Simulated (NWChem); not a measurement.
The numbers come from NWChem runs, not from measurements. System: CH$_{4}$N, charge 0, spin multiplicity 2, at a geometry optimised with UPBE/def2-SVP. The structure started from a generated list of species. Its SCF solution wasn't tested for a lower state. Level: UHF/def2-TZVP.

Output (cleaned and shortened):

```
             Northwest Computational Chemistry Package (NWChem) 7.3.0
             --------------------------------------------------------

                                NWChem Input Module
                                -------------------

 Scaling coordinates for geometry "geometry" by  1.889725989
 (inverse scale =  0.529177249)

 Turning off AUTOSYM since
 SYMMETRY directive was detected!

                             Geometry "geometry" -> ""
                             -------------------------

 Output coordinates in angstroms (scale by  1.889725989 to convert to a.u.)

  No.       Tag          Charge          X              Y              Z
 ---- ---------------- ---------- -------------- -------------- --------------
    1 C                    6.0000     0.16295100     0.71528200     0.00000000
    2 N                    7.0000    -0.16910000    -0.64213000     0.00000000
    3 H                    1.0000    -0.00673500     1.25926400    -0.94214700
    4 H                    1.0000    -0.00673500     1.25926400     0.94214700
    5 H                    1.0000     0.10973400    -1.15765600     0.84018400
    6 H                    1.0000     0.10973400    -1.15765600    -0.84018400

 Effective nuclear repulsion energy (a.u.)      36.8620342760

            Nuclear Dipole moment (a.u.)
            ----------------------------
        X                 Y               Z
 ---------------- ---------------- ----------------
     0.0000075589    -0.0000037795     0.0000000000

      Symmetry information
      --------------------

 Group name             Cs
 Group number              2
 Group order               2
 No. of unique centers     4

      Symmetry unique atoms

     1    2    3    5


 Summary of "ao basis" -> "" (spherical)
 ------------------------------------------------------------------------------
       Tag                 Description            Shells   Functions and Types
 ---------------- ------------------------------  ------  ---------------------
 *                         def2-tzvp                  on all atoms

 Summary of "ao basis" -> "ao basis" (spherical)
 ------------------------------------------------------------------------------
       Tag                 Description            Shells   Functions and Types
 ---------------- ------------------------------  ------  ---------------------
 C                         def2-tzvp                11       31   5s3p2d1f
 N                         def2-tzvp                11       31   5s3p2d1f
 H                         def2-tzvp                 4        6   3s1p

                                 NWChem SCF Module
                                 -----------------

  ao basis        = "ao basis"
  functions       =    86
  atoms           =     6
  alpha electrons =     9
  beta  electrons =     8
  charge          =   0.00
  wavefunction    = UHF
  use symmetry    = T
  symmetry adapt  = T

 Summary of "ao basis" -> "ao basis" (spherical)
 ------------------------------------------------------------------------------
       Tag                 Description            Shells   Functions and Types
 ---------------- ------------------------------  ------  ---------------------
 C                         def2-tzvp                11       31   5s3p2d1f
 N                         def2-tzvp                11       31   5s3p2d1f
 H                         def2-tzvp                 4        6   3s1p

      Symmetry analysis of basis
      --------------------------

        a'         54
        a"         32

 Forming initial guess at       0.0s

   Symmetry analysis of molecular orbitals - initial alpha
   -------------------------------------------------------

  Numbering of irreducible representations:

     1 a'          2 a"

  Orbital symmetries:

     1 a'          2 a'          3 a'          4 a'          5 a"
     6 a'          7 a"          8 a'          9 a'         10 a'
    11 a"         12 a'         13 a"         14 a'         15 a'
    16 a'         17 a"         18 a'         19 a"

   Symmetry analysis of molecular orbitals - initial beta
   ------------------------------------------------------

  Numbering of irreducible representations:
[...]
    65     -1.093984  3 H  s                 71      1.093984  4 H  s
    45     -0.897837  2 N  pz                14     -0.607457  1 C  pz
    64      0.255071  3 H  s                 70     -0.255071  4 H  s
    76     -0.195432  5 H  s                 82      0.195432  6 H  s

 Vector   12  Occ=0.000000D+00  E= 1.896161D-01  Symmetry=a'
              MO Center=  3.7D-02,  1.3D+00, -1.9D-15, r^2= 5.7D+00
   Bfn.  Coefficient  Atom+Function         Bfn.  Coefficient  Atom+Function
  ----- ------------  ---------------      ----- ------------  ---------------
     5      3.310912  1 C  s                 65     -2.217065  3 H  s
    71     -2.217065  4 H  s                 36     -1.151072  2 N  s
    12     -0.481798  1 C  px                13      0.449248  1 C  py
    77      0.399619  5 H  s                 83      0.399619  6 H  s
    64      0.324942  3 H  s                 70      0.324942  4 H  s

                     UHF Final Beta Molecular Orbital Analysis
                     -----------------------------------------

 Vector    6  Occ=1.000000D+00  E=-5.941338D-01  Symmetry=a'
              MO Center=  8.1D-03,  2.3D-01, -1.1D-15, r^2= 1.7D+00
   Bfn.  Coefficient  Atom+Function         Bfn.  Coefficient  Atom+Function
  ----- ------------  ---------------      ----- ------------  ---------------
    38     -0.280547  2 N  py                 7      0.265530  1 C  py
    41     -0.260917  2 N  py                10      0.188973  1 C  py

 Vector    7  Occ=1.000000D+00  E=-5.201695D-01  Symmetry=a"
              MO Center=  4.7D-02,  6.1D-01,  5.1D-15, r^2= 1.9D+00
   Bfn.  Coefficient  Atom+Function         Bfn.  Coefficient  Atom+Function
  ----- ------------  ---------------      ----- ------------  ---------------
     8      0.266550  1 C  pz                64     -0.228392  3 H  s
    70      0.228392  4 H  s                 11      0.206380  1 C  pz
    39     -0.154692  2 N  pz

 Vector    8  Occ=1.000000D+00  E=-4.262539D-01  Symmetry=a'
              MO Center= -2.1D-01, -4.9D-01,  3.8D-15, r^2= 1.1D+00
   Bfn.  Coefficient  Atom+Function         Bfn.  Coefficient  Atom+Function
  ----- ------------  ---------------      ----- ------------  ---------------
    37      0.367187  2 N  px                40      0.350325  2 N  px
    43      0.299726  2 N  px

 Vector    9  Occ=0.000000D+00  E= 1.402614D-01  Symmetry=a'
              MO Center=  2.6D-01, -1.2D+00, -7.4D-17, r^2= 5.0D+00
   Bfn.  Coefficient  Atom+Function         Bfn.  Coefficient  Atom+Function
  ----- ------------  ---------------      ----- ------------  ---------------
    36      2.448722  2 N  s                 77     -1.381905  5 H  s
    83     -1.381905  6 H  s                 13      0.471116  1 C  py
    65     -0.418305  3 H  s                 71     -0.418305  4 H  s
    43      0.397522  2 N  px                35     -0.347515  2 N  s
    44     -0.321054  2 N  py                 5      0.317400  1 C  s

 Vector   10  Occ=0.000000D+00  E= 1.523250D-01  Symmetry=a'
              MO Center=  3.7D-01,  7.0D-01,  1.1D-18, r^2= 2.8D+00
   Bfn.  Coefficient  Atom+Function         Bfn.  Coefficient  Atom+Function
  ----- ------------  ---------------      ----- ------------  ---------------
    12      0.873077  1 C  px                43     -0.435580  2 N  px
     5      0.433336  1 C  s                 36      0.258070  2 N  s
     6      0.249962  1 C  px                65     -0.168821  3 H  s
    71     -0.168821  4 H  s                 37     -0.157237  2 N  px

 Vector   11  Occ=0.000000D+00  E= 1.888427D-01  Symmetry=a"
              MO Center=  1.9D-01, -8.1D-01, -1.8D-15, r^2= 6.5D+00
   Bfn.  Coefficient  Atom+Function         Bfn.  Coefficient  Atom+Function
  ----- ------------  ---------------      ----- ------------  ---------------
    77      1.811981  5 H  s                 83     -1.811981  6 H  s
    65     -1.036560  3 H  s                 71      1.036560  4 H  s
    45     -0.924647  2 N  pz                14     -0.575622  1 C  pz
    64      0.250312  3 H  s                 70     -0.250312  4 H  s
    76     -0.200308  5 H  s                 82      0.200308  6 H  s

 center of mass
 --------------
 x =  -0.01289188 y =  -0.01281034 z =   0.00000000

 moments of inertia (a.u.)
 ------------------
          75.069896809596          -9.444188047182           0.000000000000
          -9.444188047182          14.120188011851           0.000000000000
           0.000000000000           0.000000000000          66.249286950612

  Mulliken analysis of the total density
  --------------------------------------

    Atom       Charge   Shell Charges
 -----------   ------   -------------------------------------------------------
    1 C    6     6.17   0.85  1.12  0.49  0.64  0.15  1.19  1.25  0.39  0.02  0.06  0.01
    2 N    7     7.54   0.82  1.16  0.51  0.84  0.18  1.50  1.76  0.73  0.01  0.04  0.00
    3 H    1     0.88   0.26  0.50  0.10  0.02
    4 H    1     0.88   0.26  0.50  0.10  0.02
    5 H    1     0.76   0.26  0.41  0.06  0.04
    6 H    1     0.76   0.26  0.41  0.06  0.04

  Mulliken analysis of the alpha density
  --------------------------------------

    Atom       Charge   Shell Charges
 -----------   ------   -------------------------------------------------------
    1 C    6     3.62   0.43  0.56  0.26  0.35  0.11  0.76  0.83  0.28  0.01  0.03  0.00
    2 N    7     3.81   0.41  0.58  0.26  0.42  0.09  0.79  0.90  0.34  0.00  0.02  0.00
    3 H    1     0.41   0.12  0.23  0.04  0.01
    4 H    1     0.41   0.12  0.23  0.04  0.01
    5 H    1     0.38   0.13  0.20  0.03  0.02
    6 H    1     0.38   0.13  0.20  0.03  0.02

   Mulliken analysis of the beta density
   -------------------------------------

    Atom       Charge   Shell Charges
 -----------   ------   -------------------------------------------------------
    1 C    6     2.56   0.43  0.56  0.22  0.29  0.05  0.43  0.42  0.11  0.01  0.03  0.00
    2 N    7     3.73   0.41  0.58  0.25  0.42  0.09  0.71  0.86  0.39  0.00  0.02  0.00
    3 H    1     0.48   0.14  0.27  0.06  0.01
    4 H    1     0.48   0.14  0.27  0.06  0.01
    5 H    1     0.38   0.13  0.21  0.03  0.02
    6 H    1     0.38   0.13  0.21  0.03  0.02

   Mulliken analysis of the spin density
   -------------------------------------

    Atom       Charge   Shell Charges
 -----------   ------   -------------------------------------------------------
    1 C    6     1.06   0.00 -0.00  0.04  0.06  0.06  0.34  0.41  0.16 -0.00  0.00 -0.00
    2 N    7     0.08   0.00 -0.00  0.01  0.01 -0.01  0.07  0.04 -0.05  0.00  0.00  0.00
    3 H    1    -0.07  -0.01 -0.04 -0.02  0.00
    4 H    1    -0.07  -0.01 -0.04 -0.02  0.00
    5 H    1    -0.00   0.00 -0.00 -0.00  0.00
    6 H    1    -0.00   0.00 -0.00 -0.00  0.00

       Multipole analysis of the density wrt the origin
       ------------------------------------------------

     L   x y z        total         alpha         beta         nuclear
     -   - - -        -----         -----         ----         -------
     0   0 0 0     -0.000000     -9.000000     -8.000000     17.000000

     1   1 0 0      0.221925     -0.178028      0.399946      0.000008
     1   0 1 0     -0.308562     -0.679803      0.371245     -0.000004
     1   0 0 1      0.000000      0.000000     -0.000000      0.000000

     2   2 0 0    -12.306924     -8.112144     -5.564839      1.370059
     2   1 1 0     -1.091860     -3.216877     -2.118815      4.243832
     2   1 0 1     -0.000000     -0.000000     -0.000000      0.000000
     2   0 2 0     -8.840899    -26.951074    -24.056642     42.166817
     2   0 1 1      0.000000      0.000000      0.000000      0.000000
     2   0 0 2     -8.296176    -10.022519     -9.654997     11.381340

 Task  times  cpu:        1.3s     wall:        1.3s

 Total times  cpu:        1.3s     wall:        1.3s
```

### Question
Write an NWChem input that would produce this output.

### Answer
This is not unique; one that fits is 
```
start mol
memory heap 200 mb stack 900 mb global 1100 mb
geometry units angstroms nocenter noautoz
  C      0.162951     0.715282     0.000000
  N     -0.169100    -0.642130     0.000000
  H     -0.006735     1.259264    -0.942147
  H     -0.006735     1.259264     0.942147
  H      0.109734    -1.157656     0.840184
  H      0.109734    -1.157656    -0.840184
  symmetry group Cs
end
basis spherical
  * library def2-tzvp
end
scf
  uhf
  nopen 1
  maxiter 100
  thresh 1e-7
  semidirect memsize 60000000 filesize 0
  # guess.movecs holds the orbitals of an unrestricted PBE0 run
  vectors input guess.movecs output mol.movecs
end
task scf energy
```
